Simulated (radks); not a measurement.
Results of a calculation; reference values are marked as such.
Cu XX, configuration [Ne]. Level of theory: scalar-relativistic Kohn-Sham, SCAN, spin-polarised, spherical densities, finite nucleus; meta-GGA in the generalised Kohn-Sham scheme; Fermi nuclear charge, rms radius 3.8823 fm (a radial shooting solver on a logarithmic mesh with Libxc functionals).

Unscreened Slater integrals over Kohn-Sham orbitals (cm^-1). They are taken over the spin-up orbitals.

integral     value
F0(2p,2p)   991310
F2(2p,2p)   469960
F0(2p,2s)   911320
G1(2p,2s)   522960
F0(2p,1s)  1353800
G1(2p,1s)   237240
F0(2s,2s)   860110
F0(2s,1s)  1207800
G0(2s,1s)   113700
F0(1s,1s)  3963300
